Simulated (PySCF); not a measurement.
C2H9ClGeSi, SMILES Cl[SiH2]C[CH2][GeH3] at its CAM-B3LYP/def2-SVP optimised geometry (Å):

```
14

Si     0.6018    -2.3086    -1.9063
Cl     1.3614    -1.3807    -3.6048
C     -1.1530    -1.7105    -1.6224
C     -1.3730    -0.1921    -1.5725
Ge    -0.6511     0.7406     0.0000
H      1.5089    -1.9833    -0.7769
H      0.6065    -3.7752    -2.1396
H     -1.7580    -2.1512    -2.4340
H     -1.5089    -2.1951    -0.6951
H     -2.4515     0.0309    -1.5920
H     -0.9459     0.2834    -2.4693
H      0.8857     0.7406     0.0000
H     -1.1466     2.1951     0.0000
H     -1.1389     0.0433     1.2829
```

Level of theory: CAM-B3LYP/def2-TZVP (PySCF 2.14.0).

Map of the deformation density (molecule minus spherical neutral atoms) (e/bohr³) on the plane z = 0.6 Å:

```
|:::::::::::::::::::::::::::::::|
|:::::::::::::::::::::::::::::::|
|::::::::::....:::::::::::::::::|
|::::::::.........::::::::::::::|
|:::::::............::::::::::::|
|::::::..............:::::::::::|
|:::::................::::::::::|
|:::::......:::........:::::::::|
|::::......:==-.........::::::::|
|::::.....:-++-. .......::::::::|
|:::.......:=-:  ........:::::::|
|:::.....  .:.   :-:.....:::::::|
|:::.....  .:...:=+-.....:::::::|
|:::..... .-+-..:++-.....:::::::|
|:::......:+@@+::--:.....:::::::|
|:::......:+@@+:..:......:::::::|
|:::.......-++-. ........:::::::|
|::::.......::.  ........:::::::|
|::::....................:::::::|
|::::.....................::::::|
|:::::....................::::::|
|:::::....................::::::|
|:::::....................::::::|
|:::::....................::::::|
|:::::....................::::::|
|::::::...................::::::|
|:::::::.................:::::::|
|::::::::...............::::::::|
|::::::::::............:::::::::|
|::::::::::::::.......::::::::::|
|:::::::::::::::::::::::::::::::|
```
Scale: ten equal steps from -0.007 (start of ' ') to 0.026 (end of '@'), in the order ' .:-=+*#%@'; x runs from -4.50 to 4.50, y from -4.50 (bottom) to 4.50 (top).
